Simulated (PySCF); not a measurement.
# Ionisation energy of C⁺ by level of theory

C⁺ [He] 2s2 2p1 (2P) → C²⁺ [He] 2s2 (1S), as a difference of total energies. Calculation: PySCF 2.14, in x2c-SVPall; the spin-free X2C one-electron Hamiltonian (Gaussian nucleus). Correlated levels: valence: 1s2 frozen. The calculations carry no spin-orbit coupling.

| method | ionisation energy (eV) | error (eV) |
| --- | --- | --- |
| UHF | 24.304 | -0.074 |
| M06-2X | 24.652 | +0.274 |
| B3LYP | 25.187 | +0.809 |
| MP2 (valence) | 24.351 | -0.027 |
| SCS-MP2 (valence) | 24.305 | -0.073 |
| CCSD (valence) | 24.129 | -0.249 |
| CCSD(T) (valence) | 24.149 | -0.229 |

Reference: 24.378 eV (measured; NIST levels, between the centres of gravity of the two terms).

Errors of the correlated levels include the incompleteness of this basis and the frozen core.

The coupled-cluster amplitudes are large for C²⁺ (T1 above 0.03 or a double amplitude above 0.15), so a single reference is strained.
